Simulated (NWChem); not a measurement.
System: C$_{4}$H$_{4}$ClF; SMILES C=C/C(Cl)=C\F

The following NWChem deck was run.

```
start job
memory heap 200 mb stack 700 mb global 900 mb
geometry units angstroms noautosym nocenter noautoz
  C     -1.965501     1.242325     0.000000
  C     -1.318390     0.070411     0.000000
  C      0.125146    -0.120263     0.000000
  Cl     1.179714     1.287069     0.000000
  C      0.723921    -1.319832     0.000000
  F     -0.003029    -2.451818     0.000000
  H     -3.050231     1.273712     0.000000
  H     -1.442085     2.192948     0.000000
  H     -1.880083    -0.860716     0.000000
  H      1.793556    -1.492020     0.000000
end
basis spherical
  C library sto-3g
  Cl library sto-3g
  F library sto-3g
  H library sto-3g
end
dft
  xc b3lyp
  iterations 150
end
property
  response 1 0.0773
end
task dft property
```

Parts of the log:

```
             Northwest Computational Chemistry Package (NWChem) 7.3.0
             --------------------------------------------------------

                             Geometry "geometry" -> ""
                             -------------------------

 Output coordinates in angstroms (scale by  1.889725989 to convert to a.u.)

  No.       Tag          Charge          X              Y              Z
 ---- ---------------- ---------- -------------- -------------- --------------
    1 C                    6.0000    -1.96550100     1.24232500     0.00000000
    2 C                    6.0000    -1.31839000     0.07041100     0.00000000
    3 C                    6.0000     0.12514600    -0.12026300     0.00000000
    4 Cl                  17.0000     1.17971400     1.28706900     0.00000000
    5 C                    6.0000     0.72392100    -1.31983200     0.00000000
    6 F                    9.0000    -0.00302900    -2.45181800     0.00000000
    7 H                    1.0000    -3.05023100     1.27371200     0.00000000
    8 H                    1.0000    -1.44208500     2.19294800     0.00000000
    9 H                    1.0000    -1.88008300    -0.86071600     0.00000000
   10 H                    1.0000     1.79355600    -1.49202000     0.00000000

 Effective nuclear repulsion energy (a.u.)     264.3453168102

                              NWChem Property Module
                              ----------------------

                                 NWChem DFT Module
                                 -----------------

 Summary of "ao basis" -> "ao basis" (spherical)
 ------------------------------------------------------------------------------
       Tag                 Description            Shells   Functions and Types
 ---------------- ------------------------------  ------  ---------------------
 C                           sto-3g                  3        5   2s1p
 Cl                          sto-3g                  5        9   3s2p
 F                           sto-3g                  3        5   2s1p
 H                           sto-3g                  1        1   1s

            General Information
            -------------------
          SCF calculation type: DFT
          Wavefunction type:  closed shell.
          No. of atoms     :    10
          No. of electrons :    54
           Alpha electrons :    27
            Beta electrons :    27
          Charge           :     0
          Spin multiplicity:     1
          Use of symmetry is: off; symmetry adaption is: off
          Maximum number of iterations: 150
          AO basis - number of functions:    38
                     number of shells:    24
          Convergence on energy requested:  1.00D-06
          Convergence on density requested:  1.00D-05
          Convergence on gradient requested:  5.00D-04

              XC Information
              --------------
                         B3LYP Method XC Potential
                     Hartree-Fock (Exact) Exchange  0.200
                        Slater Exchange Functional  0.800 local
                    Becke 1988 Exchange Functional  0.720 non-local
              Lee-Yang-Parr Correlation Functional  0.810
                  VWN I RPA Correlation Functional  0.190 local

             Grid Information
             ----------------
          Grid used for XC integration:  medium
          Radial quadrature: Mura-Knowles
          Angular quadrature: Lebedev.
          Tag              B.-S. Rad. Rad. Pts. Rad. Cut. Ang. Pts.
          ---              ---------- --------- --------- ---------
          C                   0.70       49          11.0       434
          Cl                  1.00       88          11.0       590
          F                   0.50       49          11.0       434
          H                   0.35       45          12.0       434
          Grid pruning is: on
          Number of quadrature shells:   513
          Spatial weights used:  Erf1

      Superposition of Atomic Density Guess
      -------------------------------------

 Sum of atomic energies:        -703.13229697

      Non-variational initial energy
      ------------------------------

 Total energy =    -704.332280
 1-e energy   =   -1500.423500
 2-e energy   =     531.745903
 HOMO         =      -0.036098
 LUMO         =       0.207343

   convergence    iter        energy       DeltaE   RMS-Dens  Diis-err
 ---------------- ----- ----------------- --------- --------- ---------
 d= 0,ls=0.0,diis     1   -706.3129714803 -9.71D+02  5.43D-02  6.84D-01
 d= 0,ls=0.0,diis     2   -706.1226144653  1.90D-01  3.50D-02  2.24D+00
 d= 0,ls=0.0,diis     3   -706.4350526407 -3.12D-01  1.17D-02  3.24D-02
 d= 0,ls=0.0,diis     4   -706.4359266497 -8.74D-04  5.67D-03  3.33D-02
 d= 0,ls=0.0,diis     5   -706.4420587284 -6.13D-03  1.01D-03  1.16D-03
  Resetting Diis
 d= 0,ls=0.0,diis     6   -706.4422514616 -1.93D-04  2.59D-04  7.57D-05
 d= 0,ls=0.0,diis     7   -706.4422624449 -1.10D-05  1.75D-04  6.42D-06
 d= 0,ls=0.0,diis     8   -706.4422604088  2.04D-06  1.13D-04  1.85D-05
 d= 0,ls=0.0,diis     9   -706.4422635506 -3.14D-06  1.33D-05  2.65D-07
 d= 0,ls=0.0,diis    10   -706.4422635919 -4.14D-08  3.22D-06  7.84D-09

         Total DFT energy =     -706.442263591911
      One electron energy =    -1498.858008363153
           Coulomb energy =      589.897959476030
    Exchange-Corr. energy =      -61.827531515034
 Nuclear repulsion energy =      264.345316810246

 Numeric. integr. density =       54.000007883338

                       DFT Final Molecular Orbital Analysis
                       ------------------------------------

 Vector   25  Occ=2.000000D+00  E=-2.446579D-01
              MO Center=  7.6D-01,  1.2D-01,  7.9D-10, r^2= 3.9D+00
   Bfn.  Coefficient  Atom+Function         Bfn.  Coefficient  Atom+Function
  ----- ------------  ---------------      ----- ------------  ---------------
    22      0.637898   4 Cl px               23     -0.530492   4 Cl py
    32     -0.413218   6 F  px               33      0.322482   6 F  py
    18     -0.174947   4 Cl px                8      0.157063   2 C  px
    38      0.149580  10 H  s                19      0.145394   4 Cl py
    14      0.121012   3 C  py               13     -0.116885   3 C  px

 Vector   26  Occ=2.000000D+00  E=-2.393336D-01
              MO Center= -3.6D-01,  8.2D-01, -2.4D-09, r^2= 3.2D+00
   Bfn.  Coefficient  Atom+Function         Bfn.  Coefficient  Atom+Function
  ----- ------------  ---------------      ----- ------------  ---------------
    24      0.680911   4 Cl pz               10     -0.498893   2 C  pz
     5     -0.429118   1 C  pz               20     -0.186765   4 Cl pz
    34      0.123975   6 F  pz               15     -0.121174   3 C  pz

 Vector   27  Occ=2.000000D+00  E=-1.610745D-01
              MO Center= -1.7D-01, -3.9D-01,  7.7D-14, r^2= 3.8D+00
   Bfn.  Coefficient  Atom+Function         Bfn.  Coefficient  Atom+Function
  ----- ------------  ---------------      ----- ------------  ---------------
    34      0.492587   6 F  pz               15     -0.454526   3 C  pz
     5      0.434205   1 C  pz               29     -0.432702   5 C  pz
    24      0.380583   4 Cl pz               10      0.228668   2 C  pz
    20     -0.101938   4 Cl pz

 Vector   28  Occ=0.000000D+00  E= 4.795254D-02
              MO Center= -5.4D-01, -1.8D-01,  3.1D-10, r^2= 3.5D+00
   Bfn.  Coefficient  Atom+Function         Bfn.  Coefficient  Atom+Function
  ----- ------------  ---------------      ----- ------------  ---------------
    29      0.650013   5 C  pz                5      0.618890   1 C  pz
    15     -0.431498   3 C  pz               10     -0.414840   2 C  pz
    34     -0.295408   6 F  pz               24      0.125751   4 Cl pz
    20     -0.032094   4 Cl pz

 Vector   29  Occ=0.000000D+00  E= 1.409550D-01
              MO Center=  5.6D-01,  2.7D-01,  8.4D-10, r^2= 2.1D+00
   Bfn.  Coefficient  Atom+Function         Bfn.  Coefficient  Atom+Function
  ----- ------------  ---------------      ----- ------------  ---------------
    23      0.702215   4 Cl py               12      0.652852   3 C  s
    14      0.601705   3 C  py               22      0.517714   4 Cl px
    13      0.458260   3 C  px               21     -0.412999   4 Cl s
    33      0.279228   6 F  py               27      0.238065   5 C  px
    37      0.190684   9 H  s                19     -0.169458   4 Cl py

 Vector   30  Occ=0.000000D+00  E= 1.747787D-01
              MO Center= -6.7D-01,  1.4D-02,  3.1D-10, r^2= 2.4D+00
   Bfn.  Coefficient  Atom+Function         Bfn.  Coefficient  Atom+Function
  ----- ------------  ---------------      ----- ------------  ---------------
    10      0.725596   2 C  pz               15     -0.687338   3 C  pz
     5     -0.517174   1 C  pz               29      0.463710   5 C  pz
    24      0.158490   4 Cl pz               34     -0.159277   6 F  pz
    20     -0.039584   4 Cl pz

     Multipole analysis of the density
     ---------------------------------

     L   x y z        total         alpha         beta         nuclear
     -   - - -        -----         -----         ----         -------
     0   0 0 0     -0.000000    -27.000000    -27.000000     54.000000

     1   1 0 0     -0.257534     -0.922537     -0.922537      1.587540
     1   0 1 0     -0.550689     -0.429906     -0.429906      0.309123
     1   0 0 1     -0.000000     -0.000000     -0.000000      0.000000

     2   2 0 0    -26.810862   -153.821287   -153.821287    280.831712
     2   1 1 0     -1.997016      4.816792      4.816792    -11.630600
     2   1 0 1      0.000000      0.000000      0.000000      0.000000
     2   0 2 0    -28.087695   -213.114270   -213.114270    398.140844
     2   0 1 1      0.000000      0.000000      0.000000      0.000000
     2   0 0 2    -29.031124    -14.515562    -14.515562      0.000000

 *** CALLING NEW AORESP DRIVER FOR CLOSED AND OPEN SHELLS ***
 Entering AOResponse driver routine

--------------------------------------------------------------------------------

          -----------------------------------------------
          Solving response equations for perturbing field
          -----------------------------------------------

 number of frequencies:     1
 frequency in a.u.:  0.7730000E-01
 Perturbing field: electric
 Using El. Dipole Length Gauge

 Setting up CPKS with frequency omega =      0.07730000 a.u.

                            NWChem Dynamic CPHF Module
                            --------------------------

    scftype = RHF
    nclosed =   27
      nopen =    0
  variables =      594
  num. vecs =        3
  tolerance =   1.0D-04
  max. iter =   50

 SCF residual:    5.6166657016842479E-005

Iterative solution of linear equations
  No. of variables      594
  No. of equations        3
  Maximum subspace       30
       Convergence  1.0D-04

   iter   nsub   residual    time
   ----  ------  --------  ---------
     1      3    1.37D+01      11.6
     2      6    1.90D+00      14.4
     3      9    2.24D-01      17.3
     4     12    8.57D-02      20.6
     5     15    6.01D-03      24.8
     6     18    7.67D-04      31.5
     7     21    6.26D-05      37.8

 Electric Dipole Response Matrix (nonzero elements):

              1        2        3
    1   41.1434 -11.2180  -0.0000
    2  -11.2180  52.6248   0.0000
    3   -0.0000   0.0000   5.4966

 ------------------------------------------
 average:        33.08826 + I       0.00000

 DFT Linear Response polarizability / au
 Frequency  =       0.0773000 / au
 Wavelength =     589.4353558 / nm
              X              Y              Z
 -----------------------------------------------
 X      41.1433527    -11.2179878     -0.0000000
 Y     -11.2180496     52.6248260      0.0000000
 Z      -0.0000000      0.0000000      5.4966062
 -----------------------------------------------
 Eigenvalues =      34.2825296     59.4856491      5.4966062
 Isotropic   =      33.0882616
 Anisotropic =      46.7901880
 -----------------------------------------------

 Magnetic Dipole Response Matrix (nonzero elements):

 Exiting AOResponse driver routine
```

Level: B3LYP/STO-3G. STO-3G and 3-21G are far too small for this property and stand as cheap habits. All runs use the structure optimised with B3LYP/6-31G* (spherical d).
